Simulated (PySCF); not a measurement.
Predicted spectroscopic data

[PySCF: GFN2-xTB structure; σ from GIAO-PBE0/pcSseg-1; gas phase; averaged over atoms made equivalent by symmetry, fast rotation or ring inversion; single conformer; non-relativistic]

Chemical shifts δ = σref − σ; ¹H (σref 31.72) and ¹³C (σref 186.93) against TMS, all at this level. Splittings of carbon signals by F and P are missing where no couplings were computed. Where no couplings were computed, multiplicities follow the n + 1 count of equivalent neighbours, and m marks all less simple cases (inequivalent or close neighbours, rings, F or P nearby). Shifts are as computed. Against solution values, carbons near 30 ppm lie about +3 ppm off and those near 130 ppm about +5 ppm. Of 1211 compounds with measured shifts, 218 miss one by over three times the rms of a fit or turn the order of signals round; such compounds aren't used in these exercises.

**1.** `C=C[SiH2]/C([SiH3])=C/[SiH3]`, C4H12Si3. ¹H NMR (500 MHz, computed): δ 8.18 (q, 1H), 6.53 (m, 1H), 6.43 (m, 1H), 5.96 (m, 1H), 4.76 (d, 2H), 4.32 (s, 3H), 4.24 (d, 3H). ¹³C{¹H} NMR (computed): δ 172.9 (CH), 164.3 (C), 143.6 (CH2), 140.5 (CH).

**2.** SMILES C=CP1(=O)CCC1, C5H9OP. ¹H NMR (500 MHz, computed): δ 6.84 (m, 1H), 6.60 (m, 1H), 6.33 (m, 1H), 2.77 (m, 2H), 2.37 (m, 2H), 1.90 (m, 1H), 1.35 (m, 1H). ¹³C{¹H} NMR (computed): δ 143.4 (CH2), 139.3 (CH), 41.7 (CH2), 10.3 (CH2).
